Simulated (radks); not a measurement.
Results of a calculation; reference values are marked as such.
Species: Pd2+. Configuration: [Kr] 4d8. Level of theory: non-relativistic Kohn-Sham, SCAN, spin-polarised, spherical densities, point nucleus; open shells are filled with parallel spins first (spin-orbit coupling, left out, can overturn this in heavy ions); meta-GGA in the generalised Kohn-Sham scheme; relativity is left out, which matters for an element this heavy (a radial shooting solver on a logarithmic mesh with Libxc functionals).

X-ray form factor f0, the Fourier transform of the density (f0(0) = 44):

sin(theta)/lambda (1/angstrom)  f0 (electrons)
0.05                                    43.452
0.1                                     41.911
0.15                                    39.641
0.2                                     36.971
0.25                                    34.196
0.3                                     31.531
0.4                                     26.964
0.5                                     23.550
0.6                                     21.059
0.8                                     17.556
1                                       14.732
1.25                                    11.588
1.5                                      9.102
2                                        6.302
